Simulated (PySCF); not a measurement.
Functional dependence of a UV spectrum

Compound: C5H5Al.
SMILES: `C#[C][Al]([CH3])[C]#C`

Linear-response calculations in the def2-SVPD basis (PySCF; singlets by full response, triplets Tamm–Dancoff, core orbitals frozen in the response; HF means time-dependent Hartree–Fock). 'Strongest' is the level of largest summed f among the singlets computed (10 roots, of which the last may lack a degenerate partner); it can jump between rows when another state enters that window. S1 is the lowest singlet of each run and needn't be the same state throughout; f(S1) is that of one state. Geometry: PBE0-D3(BJ)/def2-SVP; no solvent, vibrations or thermal averaging.

| functional | kind | S1 (eV) | f(S1) | strongest (eV) | T1 (eV) | HOMO (eV) | gap (eV) | ionisation energy, ΔSCF (eV) |
| --- | --- | --- | --- | --- | --- | --- | --- | --- |
| LDA | LDA | 4.34 | 0.001 | 4.86 | 4.19 | -6.99 | 4.29 | 9.84 |
| PBE | GGA | 4.40 | 0.000 | 4.89 | 4.12 | -6.82 | 4.37 | 9.74 |
| B3LYP | global hybrid, 20% exact exchange | 4.73 | 0.000 | 6.78 | 4.31 | -7.76 | 5.91 | 9.75 |
| PBE0 | global hybrid, 25% exact exchange | 4.88 | 0.000 | 7.01 | 4.32 | -8.03 | 6.38 | 9.84 |
| BHandHLYP | global hybrid, 50% exact exchange | 5.01 | 0.000 | 7.41 | 4.38 | -9.05 | 8.25 | 10.05 |
| CAM-B3LYP | range-separated hybrid | 5.01 | 0.000 | 7.37 | 4.44 | -9.37 | 8.70 | 10.20 |
| wB97X-D | range-separated hybrid | 5.10 | 0.000 | 7.46 | 4.58 | -9.91 | 9.97 | 10.18 |
| LC-wPBE | range-separated hybrid | 5.32 | 0.000 | 7.96 | 4.47 | -10.84 | 11.28 | 10.49 |
| HF | Hartree–Fock | 4.95 | 0.000 | 8.14 | 3.95 | -10.67 | 12.06 | not settled |

S1 runs from 4.34 eV (LDA) to 5.32 eV (LC-wPBE), a spread of 0.98 eV, while the orbital gap spreads over 7.8 eV. −ε(HOMO) comes closest to its own ΔSCF ionisation energy with wB97X-D (-0.27 eV) and misses most with PBE (-2.92 eV). 'Not settled' means that the ion's SCF failed to converge or may have ended in another state than the lowest.
